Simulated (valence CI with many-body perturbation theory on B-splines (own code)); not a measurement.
Forbidden lines of Pb XLIII

Calculated by valence CI with perturbative core correlation (CI+MBPT): four valence electrons over a frozen Dirac-Fock core [Kr], radial functions for each j: 7 s, 7 p, 8 d, 6 f, 4 g, 1 h, with the one-electron correlation potential Σ1, the two-electron term Σ2, the three-electron term Σ3, Breit, model QED; selected CI, second order for the rest, scaled by the run's own slope (own B-spline code, finite nucleus).

The last digits are not significant, and no measured levels were compared; by estimate large intervals hold to a few tenths of a per cent, small ones and those within an open d or f shell to about a per cent. The list stops below the first excitations out of the core.

Lines 51 to 100 of 114 in falling wavelength, among levels below 1214400 cm⁻¹, chosen from the decays that carry over 1 % of a level's rate. Wavelengths and rates use the calculated energies. Electric multipoles are in the length gauge, E1 and E2 with the static RPA response of the core. S is in atomic units (e²a₀⁴ for E2 and M2, e²a₀⁶ for E3), for M1 in squared Bohr magnetons. Weak lines are less certain than strong ones. Lines between different terms over intervals too small for the method are left out, as are lines whose strength nearly cancels. The highest levels of a list are the least certain.

Levels are named by their leading jj configuration (3d3/2^4 stands for four electrons in 3d with j = 3/2), which in mixed levels can hold well under half, so a name can repeat and another be missing. Letters in brackets count levels of one name in rising energy.

```
λ vac (nm)                      Upper                      Lower  Type   A (s⁻¹)  S (a.u.)
     39.24      (4d3/2^2 4d5/2^2) J=6        (4d3/2^3 4d5/2) J=4    E2  3.87e+01  4.18e-03
     39.18    (4d3/2 4d5/2^3) J=4 [a]  (4d3/2^2 4d5/2^2) J=4 [a]    M1  4.15e+05  8.32e+00
     39.15    (4d3/2 4d5/2^3) J=4 [b]  (4d3/2^2 4d5/2^2) J=4 [c]    M1  9.97e+04  2.00e+00
     39.12  (4d3/2^2 4d5/2^2) J=2 [a]        (4d3/2^3 4d5/2) J=1    M1  3.87e+05  4.30e+00
     38.86  (4d3/2^2 4d5/2^2) J=2 [b]        (4d3/2^3 4d5/2) J=3    M1  1.43e+03  1.56e-02
     38.32  (4d3/2^2 4d5/2^2) J=3 [b]        (4d3/2^3 4d5/2) J=2    M1  5.74e+03  8.38e-02
     38.27    (4d3/2 4d5/2^3) J=3 [b]  (4d3/2^2 4d5/2^2) J=2 [b]    M1  6.87e+04  1.00e+00
     38.24              (4d5/2^4) J=2    (4d3/2 4d5/2^3) J=3 [b]    M1  6.38e+04  6.61e-01
     38.23        (4d3/2 4d5/2^3) J=5      (4d3/2^2 4d5/2^2) J=5    M1  8.93e+04  2.03e+00
     38.17    (4d3/2 4d5/2^3) J=2 [a]  (4d3/2^2 4d5/2^2) J=3 [b]    M1  1.56e+05  1.61e+00
     38.16              (4d5/2^4) J=4        (4d3/2 4d5/2^3) J=5    M1  1.04e+05  1.93e+00
     37.63    (4d3/2 4d5/2^3) J=3 [b]  (4d3/2^2 4d5/2^2) J=4 [b]    M1  5.19e+04  7.18e-01
     37.61        (4d3/2 4d5/2^3) J=6      (4d3/2^2 4d5/2^2) J=5    M1  1.50e+05  3.85e+00
     37.57    (4d3/2 4d5/2^3) J=1 [b]  (4d3/2^2 4d5/2^2) J=2 [c]    M1  1.41e+05  8.34e-01
     37.41    (4d3/2 4d5/2^3) J=3 [c]  (4d3/2^2 4d5/2^2) J=2 [c]    M1  1.01e+05  1.38e+00
     37.25  (4d3/2^2 4d5/2^2) J=3 [b]        (4d3/2^3 4d5/2) J=4    M1  1.41e+05  1.89e+00
     37.17              (4d5/2^4) J=2    (4d3/2 4d5/2^3) J=2 [a]    M1  2.26e+05  2.15e+00
     37.15  (4d3/2^2 4d5/2^2) J=2 [b]        (4d3/2^3 4d5/2) J=2    M1  6.83e+04  6.48e-01
     37.10    (4d3/2 4d5/2^3) J=3 [b]  (4d3/2^2 4d5/2^2) J=3 [b]    M1  1.51e+05  2.00e+00
     37.08    (4d3/2 4d5/2^3) J=3 [a]  (4d3/2^2 4d5/2^2) J=2 [a]    M1  3.76e+05  4.98e+00
     36.73  (4d3/2^2 4d5/2^2) J=4 [b]        (4d3/2^3 4d5/2) J=4    M1  1.36e+03  2.26e-02
     36.42    (4d3/2 4d5/2^3) J=2 [a]      (4d3/2^2 4d5/2^2) J=1    M1  6.38e+04  5.71e-01
     36.33        (4d3/2^3 4d5/2) J=2              (4d3/2^4) J=0    E2  2.20e+02  6.20e-03
     35.32        (4d3/2 4d5/2^3) J=5  (4d3/2^2 4d5/2^2) J=4 [a]    M1  5.46e+04  9.81e-01
     35.29    (4d3/2 4d5/2^3) J=2 [b]  (4d3/2^2 4d5/2^2) J=2 [c]    M1  1.56e+05  1.27e+00
     34.91              (4d5/2^4) J=4    (4d3/2 4d5/2^3) J=3 [a]    M1  2.67e+05  3.79e+00
     34.78    (4d3/2 4d5/2^3) J=1 [a]  (4d3/2^2 4d5/2^2) J=2 [a]    M1  3.33e+05  1.56e+00
     34.56    (4d3/2 4d5/2^3) J=1 [a]  (4d3/2^2 4d5/2^2) J=0 [a]    M1  3.02e+05  1.38e+00
     34.48              (4d5/2^4) J=4    (4d3/2 4d5/2^3) J=4 [a]    M1  4.23e+05  5.79e+00
     33.34              (4d5/2^4) J=0    (4d3/2 4d5/2^3) J=1 [b]    M1  7.41e+05  1.02e+00
     33.07  (4d3/2^2 4d5/2^2) J=2 [c]        (4d3/2^3 4d5/2) J=3    M1  2.59e+05  1.74e+00
     33.01              (4d5/2^4) J=2    (4d3/2 4d5/2^3) J=1 [a]    M1  3.08e+05  2.05e+00
     32.68    (4d3/2 4d5/2^3) J=2 [a]  (4d3/2^2 4d5/2^2) J=3 [a]    M1  1.41e+05  9.13e-01
     32.44        (4d3/2 4d5/2^3) J=0      (4d3/2^2 4d5/2^2) J=1    M1  2.96e+05  3.74e-01
     32.13    (4d3/2 4d5/2^3) J=1 [b]  (4d3/2^2 4d5/2^2) J=2 [b]    M1  1.01e+04  3.73e-02
     31.89    (4d3/2 4d5/2^3) J=3 [b]  (4d3/2^2 4d5/2^2) J=3 [a]    M1  4.21e+04  3.54e-01
     31.82  (4d3/2^2 4d5/2^2) J=2 [c]        (4d3/2^3 4d5/2) J=2    M1  8.60e+04  5.14e-01
     31.56    (4d3/2 4d5/2^3) J=3 [c]  (4d3/2^2 4d5/2^2) J=4 [b]    M1  1.67e+04  1.36e-01
     31.45    (4d3/2 4d5/2^3) J=3 [b]  (4d3/2^2 4d5/2^2) J=4 [a]    M1  4.83e+04  3.89e-01
     31.33  (4d3/2^2 4d5/2^2) J=4 [c]        (4d3/2^3 4d5/2) J=3    M1  9.04e+04  9.28e-01
     31.18              (4d5/2^4) J=2    (4d3/2 4d5/2^3) J=3 [a]    M1  2.22e+05  1.25e+00
     30.93  (4d3/2^2 4d5/2^2) J=2 [b]        (4d3/2^3 4d5/2) J=1    M1  1.24e+04  6.81e-02
     30.71    (4d3/2 4d5/2^3) J=4 [b]  (4d3/2^2 4d5/2^2) J=3 [b]    M1  1.06e+05  1.02e+00
     30.44    (4d3/2 4d5/2^3) J=2 [b]  (4d3/2^2 4d5/2^2) J=2 [b]    M1  1.07e+04  5.61e-02
     30.40    (4d3/2 4d5/2^3) J=3 [b]  (4d3/2^2 4d5/2^2) J=2 [a]    M1  9.71e+03  7.08e-02
     30.11    (4d3/2 4d5/2^3) J=1 [b]      (4d3/2^2 4d5/2^2) J=1    M1  7.44e+04  2.26e-01
     29.70    (4d3/2 4d5/2^3) J=2 [b]  (4d3/2^2 4d5/2^2) J=3 [b]    M1  3.30e+04  1.60e-01
     28.62    (4d3/2 4d5/2^3) J=2 [b]      (4d3/2^2 4d5/2^2) J=1    M1  6.75e+04  2.93e-01
     28.37    (4d3/2 4d5/2^3) J=4 [b]      (4d3/2^2 4d5/2^2) J=5    M1  1.31e+05  9.99e-01
     27.59  (4d3/2^2 4d5/2^2) J=2 [d]        (4d3/2^3 4d5/2) J=3    M1  4.33e+03  1.69e-02
```
